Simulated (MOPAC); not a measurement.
MOPAC input (PM7):

```
PM7 PRECISE GNORM=0.05 LET XYZ GEO-OK AUX(PRECISION=9) THREADS=1
In2O

In   -0.00000000 1   -0.00000000 1   -2.01644000 1
O     0.00000000 1    0.00000000 1    0.00000000 1
In    0.00000000 1    0.00000000 1    2.01644000 1
```

Output:

```
 *******************************************************************************
 **                                                                           **
 **                              MOPAC v23.2.5                                **
 **                                                                           **
 *******************************************************************************
 ** MOPAC's Digital Object Identifier: https://doi.org/10.5281/zenodo.6511958 **
 **                                                                           **
 ** Please cite the open-source release paper for use of this MOPAC version:  **
 ** J. E. Moussa and J. J. P. Stewart (2026)                                  **
 ** MOPAC: An open-source semiempirical molecular orbital program             **
 ** J. Open Source Softw., 11(119), 8025, https://doi.org/10.21105/joss.08025 **
 *******************************************************************************

                              PM7 CALCULATION RESULTS

 *******************************************************************************
 *  PM7        - The PM7 Hamiltonian to be used
 *  GEO-OK     - OVERRIDE INTERATOMIC DISTANCE AND OTHER SAFETY CHECKS
 *  LET        - OVERRIDE SOME SAFETY CHECKS
 *  PRECISE    - TIGHTER CRITERIA TO BE USED
 *  XYZ        - CARTESIAN COORDINATE SYSTEM TO BE USED
 *  GNORM      - EXIT WHEN GRADIENT NORM DROPS BELOW 0.050
 *  AUX        - OUTPUT AUXILIARY INFORMATION
 *******************************************************************************
PM7 PRECISE GNORM=0.05 LET XYZ GEO-OK AUX(PRECISION=9) THREADS=1
 In2O

   ATOM   CHEMICAL          X               Y               Z
  NUMBER   SYMBOL      (ANGSTROMS)     (ANGSTROMS)     (ANGSTROMS)

     1      In         -0.00000000  *  -0.00000000  *  -2.01644000  *
     2       O          0.00000000  *   0.00000000  *   0.00000000  *
     3      In          0.00000000  *   0.00000000  *   2.01644000  *

          CARTESIAN COORDINATES

    NO.       ATOM           X           Y           Z

     1        In         -0.0000     -0.0000     -2.0164
     2         O          0.0000      0.0000      0.0000
     3        In          0.0000      0.0000      2.0164

 General Reference for PM7:
 "Optimization of Parameters for Semiempirical Methods VI: More Modifications to the
 NDDO Approximations and Re-optimization of Parameters", J. J. P. Stewart, J. Mol. Mod., 1:32, 19 (2013)
 https://link.springer.com/article/10.1007/s00894-012-1667-x

           Empirical Formula: O In2  =     3 atoms

      MOLECULAR POINT GROUP   :   D*h

      RHF CALCULATION, NO. OF DOUBLY OCCUPIED LEVELS = 6

          Geometry optimization using EF

          DIAGONAL MATRIX USED AS START HESSIAN

 CYCLE:     1  GRAD.:    44.622 HEAT:  21.87993
 CYCLE:     2  GRAD.:    62.678 HEAT:  22.66798
 CYCLE:     3  GRAD.:     7.322 HEAT:  19.65522
 CYCLE:     4  GRAD.:     1.026 HEAT:  19.60398
 CYCLE:     5  GRAD.:     0.132 HEAT:  19.60297
 CYCLE:     6  GRAD.:     0.675 HEAT:  19.60313
 CYCLE:     7  GRAD.:     0.002 HEAT:  19.60297

     GRADIENT =  0.00170 IS LESS THAN CUTOFF =  0.05000

 -------------------------------------------------------------------------------
 PM7 PRECISE GNORM=0.05 LET XYZ GEO-OK AUX(PRECISION=9) THREADS=1
 In2O

     GEOMETRY OPTIMISED USING EIGENVECTOR FOLLOWING (EF).
     SCF FIELD WAS ACHIEVED

                              PM7 CALCULATION
                                                       MOPAC v23.2.5 Linux

          FINAL HEAT OF FORMATION =         19.60297 KCAL/MOL =      82.01882 KJ/MOL

          COSMO AREA              =        115.16 SQUARE ANGSTROMS
          COSMO VOLUME            =         98.28 CUBIC ANGSTROMS

          GRADIENT NORM           =          0.00170          =       0.00098 PER ATOM
          IONIZATION POTENTIAL    =          7.337634 EV
          HOMO LUMO ENERGIES (EV) =         -7.338  1.948
          NO. OF FILLED LEVELS    =          6
          MOLECULAR WEIGHT        =        245.6394         POINT GROUP:  D*h

          MOLECULAR DIMENSIONS (Angstroms)

            Atom       Atom       Distance
           In     3   In     1     3.89521
           In     3   In     1     0.00000
           In     3    O     2     0.00000

          SCF CALCULATIONS        =          8

   ATOM   CHEMICAL          X               Y               Z
  NUMBER   SYMBOL      (ANGSTROMS)     (ANGSTROMS)     (ANGSTROMS)

     1      In          0.00000000  *  -0.00000000  *  -1.94760284  *
     2       O         -0.00000000  *   0.00000000  *   0.00000035  *
     3      In          0.00000000  *   0.00000000  *   1.94760271  *

                             CARTESIAN COORDINATES

   1   In        0.000000000    -0.000000000    -1.947602845
   2    O       -0.000000000     0.000000000     0.000000351
   3   In        0.000000000     0.000000000     1.947602714

           Empirical Formula: O In2  =     3 atoms

      MOLECULAR POINT GROUP   :   D*h

                  EIGENVALUES
 -20.69423 -10.66228  -9.98154  -9.98154  -7.33764  -7.33763   1.94758   2.40862
   2.67029   2.67030   7.62166   8.52639

              NET ATOMIC CHARGES AND DIPOLE CONTRIBUTIONS

  ATOM NO.   TYPE          CHARGE      No. of ELECS.   s-Pop       p-Pop
    1         In           0.527936        2.4721     0.05923     2.41284
    2          O          -1.055872        7.0559     1.73356     5.32231
    3         In           0.527936        2.4721     0.05923     2.41284
 DIPOLE           X         Y         Z       TOTAL
 POINT-CHG.     0.000    -0.000    -0.000     0.000
 HYBRID         0.000     0.000     0.000     0.000
 SUM            0.000     0.000    -0.000     0.000

          ATOMIC ORBITAL ELECTRON POPULATIONS

     Atom    s        px        py        pz
    1 In   0.05923   1.05498   1.05498   0.30288
    2  O   1.73356   1.89004   1.89004   1.54224
    3 In   0.05923   1.05498   1.05498   0.30288

 **********************
 *                    *
 * JOB ENDED NORMALLY *
 *                    *
 **********************

 == MOPAC DONE ==
```

The geometry given is a B3LYP-D3(BJ)/def2-TZVP minimum.
